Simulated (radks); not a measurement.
The numbers below are computed, except where a source is named.
Problem. Orbital eigenvalues (eV) of neutral bromine, [Ar] 3d10 4s2 4p5, of relativity; Dirac values are averaged over j with weights 2j + 1. Spin-unpolarised spherical Kohn-Sham, PBE, point nucleus unless stated (finite: rms radius 4.1629 fm), a radial shooting solver on a logarithmic mesh with Libxc functionals. A level marked "c x" has the speed of light scaled by that factor and shares open shells by 2j + 1; other Dirac levels either fill j = l - 1/2 first or share by 2j + 1.

shell  non-rel.
1s       -13088
2s      -1681.6
2p      -1515.8
3s      -229.66
3p      -171.67
3d      -68.349
4s      -19.421
4p      -7.8957

Give the values at the level "Dirac, 2j+1 shares, finite nucleus".

Solution. 
shell  Dirac, 2j+1 shares, finite nucleus  change of magnitude (%)
1s                                 -13313                    +1.72
2s                                -1732.2                    +3.01
2p                                -1528.2                    +0.82
3s                                -237.97                    +3.62
3p                                -173.49                    +1.06
3d                                -66.686                    -2.43
4s                                -20.128                    +3.64
4p                                -7.8640                    -0.40
